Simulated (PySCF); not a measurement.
SMILES O=C[SiH2][SiH2][GeH3], GFN2-xTB optimised geometry.

```
13

O      1.97    -1.02    -0.01
C      1.32    -2.04     0.00
Si    -0.61    -2.04     0.00
Si    -1.12     0.22     0.00
Ge     0.82     1.53    -0.03
H      1.86    -3.00     0.01
H     -0.93    -2.86    -1.17
H     -0.93    -2.86     1.17
H     -1.97     0.54    -1.16
H     -1.94     0.55     1.18
H      1.71     1.43     1.17
H      1.70     1.40    -1.23
H      0.46     3.00    -0.04
```

Density from B3LYP/def2-TZVP run with PySCF at that geometry.

Minimum of the electron density along straight lines between bonded atoms, close to the bond critical point (lines longer than 1.1 times the sum of covalent radii, or with two minima, are not listed):

| bond | length / Å | ρ at the minimum / e bohr⁻³ | ∇²ρ there / e bohr⁻⁵ | position (fraction from the first atom) |
|---|---|---|---|---|
| O1–C2 | 1.208 | 0.420 | -0.02 | 0.67 |
| C2–Si3 | 1.924 | 0.113 | 0.16 | 0.62 |
| Si3–Si4 | 2.316 | 0.097 | -0.18 | 0.61 |
| Si4–Ge5 | 2.340 | 0.094 | -0.15 | 0.47 |
| C2–H6 | 1.110 | 0.277 | -0.97 | 0.65 |
| Si3–H7 | 1.468 | 0.123 | 0.18 | 0.49 |
| Si3–H8 | 1.468 | 0.123 | 0.18 | 0.49 |
| Si4–H9 | 1.471 | 0.122 | 0.18 | 0.49 |
| Si4–H10 | 1.471 | 0.122 | 0.18 | 0.49 |
| Ge5–H11 | 1.494 | 0.142 | 0.10 | 0.60 |
| Ge5–H12 | 1.494 | 0.142 | 0.10 | 0.60 |
| Ge5–H13 | 1.517 | 0.135 | 0.10 | 0.59 |
